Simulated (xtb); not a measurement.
H₂PbS, SMILES [SH][PbH] (connectivity only; charge and spin as stated), neutral, multiplicity 1. All values are semi-empirical tight-binding results from xtb (GFN2-xTB unless named), good for trends rather than for accurate numbers. Geometry: GFN2-xTB.

For metal compounds this method's bond lengths and energies can be far off.

The point group as xtb finds it comes out as Cs and the orbital gap comes out as 2.66 eV. The zero-point energy is 8.3 kcal/mol and the G − E(el) at 298.15 K (modified RRHO) is -9.3 kcal/mol.
